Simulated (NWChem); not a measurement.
System: CF$_{3}$, doublet; SMILES F[C](F)F

NWChem input:

```
start job
memory heap 200 mb stack 900 mb global 1100 mb
geometry units angstroms
  F     -0.612838     1.107162    -0.052228
  C     -0.002088    -0.004952     0.312042
  F     -0.650858    -1.082991    -0.087306
  F      1.265042    -0.021059    -0.057736
end
basis spherical
  * library def2-svp
end
dft
  odft
  mult 2
  xc pbe0
  iterations 150
end
driver
  maxiter 120
end
task dft optimize
task dft freq
```

In the optimisation the excess spin sits in a (C3, its own frame).

The level has its own optimisation; frequencies are unscaled.

### Question
Give the results of this calculation. (PBE0/def2-SVP, spin-unrestricted.) Quantities: r C–F (Å); highest harmonic frequency (cm⁻¹); lowest (cm⁻¹); zero-point energy (kcal/mol); dipole (D).

### Answer
```json
{
 "r C–F (Å)": "1.310",
 "highest harmonic frequency (cm⁻¹)": "1336",
 "lowest (cm⁻¹)": "522",
 "zero-point energy (kcal/mol)": "7.9",
 "dipole (D)": "0.23"
}
```
